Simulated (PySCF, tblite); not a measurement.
Isomers of C5H9N3Si, one GFN2-xTB conformer each. Single-point energies are computed at PBE0/pcSseg-1 (PySCF, gas phase, no added dispersion term), electronic only.

Question: Rank them by PBE0/pcSseg-1 energy, lowest first (kJ/mol).
A. `Cc1nnc(C)c([SiH3])n1`
B. `[H]/[N:9]=[CH:8]\[CH2:7][SiH2:6]/[N:5]=[C:2](\[CH3:1])[C:3]#[N:4]` with C2–N5–Si6–C7 -119°, N5–Si6–C7–C8 -170°, Si6–C7–C8–N9 95°
C. `[SiH3:1][c:2]1[cH:3][n:4][n:5][n:6]1[CH:7]1[CH2:8][CH2:9]1` with N5–N6–C7–C8 -15°
D. `[CH3:1][N:2]([CH3:3])[Si@H:4]1[CH2:5][C:6]([C:7]#[N:8])=[N:9]1` with C1–N2–Si4–C5 -121°
E. `[SiH3:1][n:2]1[n:3][n:4][cH:5][c:6]1[CH:7]1[CH2:8][CH2:9]1` with C5–C6–C7–C8 35°
F. `[CH2:1]=[CH:2][n:3]1[n:4][n:5][c:6]([CH3:7])[c:8]1[SiH3:9]` with C1–C2–N3–N4 0°

Answer: D (0.0), A (12.9), B (19.7), E (43.6), F (55.0), C (84.5).

As drawn, the lowest has a four-membered ring, a C≡N group and a C=N bond, which the highest lacks; the highest has an aromatic ring, a three-membered ring and an N–N linkage, which the lowest lacks. Neighbours under 10 kJ/mol apart (Cc1nnc(C)c([SiH3])n1 and [H]/N=C\C[SiH2]/N=C(\C)C#N) can change places with a better method, another conformer or zero-point energy. GFN2-xTB itself gives, in the same order: 139.1, 38.3, 162.7, 0.0, 68.4, 73.2. GFN2-xTB puts [SiH3]n1nncc1C1CC1 lowest instead; measured from each level's own lowest isomer, the values differ by up to 143.0 kJ/mol ([H]/N=C\C[SiH2]/N=C(\C)C#N: 162.7 against 19.7).

Q: Which frontier levels, dipoles and rotational constants go with these structures?

A: 
```tsv
SMILES	HOMO (eV, PBE0/pcSseg-1)	LUMO (eV)	dipole (D)	A, B, C (MHz)
CN(C)[Si@H]1CC(C#N)=N1	-6.98	-2.01	5.78	3839, 719.5, 667.2
Cc1nnc(C)c([SiH3])n1	-6.50	-1.96	2.58	2185, 1140, 762.6
[H]/N=C\C[SiH2]/N=C(\C)C#N	-7.43	-2.32	3.71	3531, 540.7, 498.2
[SiH3]n1nncc1C1CC1	-6.95	-0.09	4.94	2113, 1158, 801.8
C=Cn1nnc(C)c1[SiH3]	-7.07	-1.36	3.72	1891, 1278, 773.1
[SiH3]c1cnnn1C1CC1	-7.48	-0.51	4.17	2000, 1227, 815.0
```

Q: What happens when harmonic zero-point energies from GFN2-xTB frequencies are added?

A: 
| SMILES | ZPE (kJ/mol) | electronic (kJ/mol) | with ZPE (kJ/mol) |
| --- | --- | --- | --- |
| CN(C)[Si@H]1CC(C#N)=N1 | 354.0 | 0.0 | 0.8 |
| Cc1nnc(C)c([SiH3])n1 | 340.2 | 12.9 | 0.0 |
| [H]/N=C\C[SiH2]/N=C(\C)C#N | 342.9 | 19.7 | 9.5 |
| [SiH3]n1nncc1C1CC1 | 349.1 | 43.6 | 39.6 |
| C=Cn1nnc(C)c1[SiH3] | 342.6 | 55.0 | 44.4 |
| [SiH3]c1cnnn1C1CC1 | 348.6 | 84.5 | 80.0 |

The zero-point energies span 13.8 kJ/mol. Cc1nnc(C)c([SiH3])n1 becomes the lowest.
